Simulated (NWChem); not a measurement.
System: CH$_{6}$FNOSi; SMILES NC[Si@@H](O)F

Here is an NWChem input.

```
start job
memory heap 200 mb stack 900 mb global 1100 mb
geometry units angstroms noautosym nocenter noautoz
  N     -0.021516    -2.291774     0.045321
  C     -0.811305    -1.086457    -0.299771
  Si    -0.023601     0.516618     0.279570
  O      1.442738     0.601314    -0.488977
  F     -0.929446     1.804032    -0.099356
  H      0.088376    -2.360201     1.056536
  H      0.918848    -2.200225    -0.336730
  H     -0.945777    -1.066278    -1.388727
  H     -1.818937    -1.201070     0.119419
  H      0.160358     0.554139     1.757252
  H      2.068758     1.272311    -0.184158
end
basis spherical
  * library pcsseg-1
end
dft
  xc pbe0
  iterations 150
end
property
  shielding
end
task dft property
```

NWChem printed, in part:

```
             Northwest Computational Chemistry Package (NWChem) 7.3.0
             --------------------------------------------------------

                             Geometry "geometry" -> ""
                             -------------------------

 Output coordinates in angstroms (scale by  1.889725989 to convert to a.u.)

  No.       Tag          Charge          X              Y              Z
 ---- ---------------- ---------- -------------- -------------- --------------
    1 N                    7.0000    -0.02151600    -2.29177400     0.04532100
    2 C                    6.0000    -0.81130500    -1.08645700    -0.29977100
    3 Si                  14.0000    -0.02360100     0.51661800     0.27957000
    4 O                    8.0000     1.44273800     0.60131400    -0.48897700
    5 F                    9.0000    -0.92944600     1.80403200    -0.09935600
    6 H                    1.0000     0.08837600    -2.36020100     1.05653600
    7 H                    1.0000     0.91884800    -2.20022500    -0.33673000
    8 H                    1.0000    -0.94577700    -1.06627800    -1.38872700
    9 H                    1.0000    -1.81893700    -1.20107000     0.11941900
   10 H                    1.0000     0.16035800     0.55413900     1.75725200
   11 H                    1.0000     2.06875800     1.27231100    -0.18415800

 Effective nuclear repulsion energy (a.u.)     249.4514735767

                              NWChem Property Module
                              ----------------------

  itol2e modified to match energy
  convergence criterion.

                                 NWChem DFT Module
                                 -----------------

 Summary of "ao basis" -> "ao basis" (spherical)
 ------------------------------------------------------------------------------
       Tag                 Description            Shells   Functions and Types
 ---------------- ------------------------------  ------  ---------------------
 N                          pcsseg-1                 7       17   3s3p1d
 C                          pcsseg-1                 7       17   3s3p1d
 Si                         pcsseg-1                10       24   4s5p1d
 O                          pcsseg-1                 7       17   3s3p1d
 F                          pcsseg-1                 7       17   3s3p1d
 H                          pcsseg-1                 3        5   2s1p

  itol2e modified to match energy
  convergence criterion.

[...]

          -----------------------------------------
          Chemical Shielding Tensors (GIAO, in ppm)
          -----------------------------------------

                                NWChem CPHF Module
                                ------------------

  scftype          =     RHF
  nclosed          =       25
  nopen            =        0
  variables        =     2425
  # of vectors     =        3
  tolerance        = 0.10D-03
  level shift      = 0.00D+00
  max iterations   =       50
  max subspace     =       30

 SCF residual:    2.0811196398362098E-004

Iterative solution of linear equations
  No. of variables     2425
  No. of equations        3
  Maximum subspace       30
        Iterations       50
       Convergence  1.0D-04

   iter   nsub   residual    time
   ----  ------  --------  ---------
     1      3    3.13D-01     104.7
     2      6    1.46D-02     118.4
     3      9    1.17D-03     132.3
     4     12    9.08D-05     147.1

      Atom:    1  N
        Diamagnetic
    314.6875     -9.4884     -0.0545
     -9.4884    313.7767     -6.1545
     -0.0545     -6.1545    312.7956

        Paramagnetic
    -60.9820     -5.4155    -33.7047
     -5.4155    -76.3833    -12.3138
    -33.7047    -12.3138    -40.7471

        Total Shielding Tensor
    253.7055    -14.9039    -33.7591
    -14.9039    237.3935    -18.4683
    -33.7591    -18.4683    272.0485

           isotropic =     254.3825
          anisotropy =      66.1008

          Principal Components and Axis System
                 1           2           3
              298.4497    255.7375    208.9602

      1        -0.5766     -0.5661      0.5891
      2        -0.1044      0.7662      0.6341
      3         0.8103     -0.3042      0.5009

      Atom:    2  C
        Diamagnetic
    250.0099     -3.5403      2.2976
     -3.5403    262.2001     -1.1042
      2.2976     -1.1042    244.6700

        Paramagnetic
    -97.3337    -10.4953      6.7093
    -10.4953    -89.0496     -1.9543
      6.7093     -1.9543   -107.3923

        Total Shielding Tensor
    152.6762    -14.0356      9.0069
    -14.0356    173.1505     -3.0585
      9.0069     -3.0585    137.2777

           isotropic =     154.3681
          anisotropy =      40.4986

          Principal Components and Axis System
                 1           2           3
              181.3672    148.9078    132.8295

      1        -0.4733      0.7471     -0.4667
      2         0.8668      0.4893     -0.0958
      3        -0.1568      0.4499      0.8792

      Atom:    3  Si
        Diamagnetic
    880.9049     -1.2842     -0.9942
     -1.2842    883.0427     -0.2548
     -0.9942     -0.2548    874.5134

        Paramagnetic
   -528.1818     26.2456     -2.3326
     26.2456   -499.7464      9.0076
     -2.3326      9.0076   -516.5858

        Total Shielding Tensor
    352.7231     24.9614     -3.3268
     24.9614    383.2963      8.7528
     -3.3268      8.7528    357.9276

           isotropic =     364.6490
          anisotropy =      50.3217

          Principal Components and Axis System
                 1           2           3
              398.1968    359.4605    336.2896

      1         0.4672     -0.3551      0.8097
      2         0.8712      0.0287     -0.4901
      3         0.1508      0.9344      0.3227

      Atom:    4  O
        Diamagnetic
    404.7187     10.8972     -8.0361
     10.8972    385.6209      2.7676
     -8.0361      2.7676    380.7697

        Paramagnetic
   -129.5102    -23.6709    -14.3408
    -23.6709   -107.8641    -27.9281
    -14.3408    -27.9281   -102.3195

[...]
```

Level: PBE0/pcSseg-1, GIAO. Coordinates come from a B3LYP/6-31G* (spherical d) optimisation. The printed shielding anisotropy is the first printed principal value minus the mean of the other two.
